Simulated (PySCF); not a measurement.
SiHCl₃, SMILES Cl[SiH](Cl)Cl.

Geometry: PBE-D3(BJ)/def2-SVP. The isomer is the one that the SMILES or the coordinates give; other isomers of the formula were not compared.

Two levels are set side by side: TDDFT-PBE/def2-SVPD (PySCF) and TDDFT-LC-ωPBE/def2-SVPD (PySCF). Vertical, same geometry. The lowest singlet is HOMO→LUMO 99 % with PBE and HOMO→LUMO 80 % with the other functional; states are paired by order. Differences are taken from unrounded values.

```json
[
 {"quantity": "lowest singlet excitation (eV)", "TDDFT-LC-ωPBE": "8.03"},
 {"quantity": "lowest triplet excitation (TDA) (eV)", "TDDFT-LC-ωPBE": "7.46"}
]
```

Question: What does TDDFT-PBE give, and how far is it from TDDFT-LC-ωPBE? (An estimate is asked for; the answer gives what the named calculation found.)

Answer: 
```json
[
 {"quantity": "lowest singlet excitation (eV)", "TDDFT-PBE": "6.55", "TDDFT-PBE minus TDDFT-LC-ωPBE": "-1.48"},
 {"quantity": "lowest triplet excitation (TDA) (eV)", "TDDFT-PBE": "6.25", "TDDFT-PBE minus TDDFT-LC-ωPBE": "-1.22"}
]
```

Functionals without exact exchange tend to place singlet excitations lower, as here. Differences between two approximate levels are no errors against the true value.

Rough cost on one machine, each run with all the roots and properties that it gave: TDDFT-LC-ωPBE against TDDFT-PBE about 7 times.
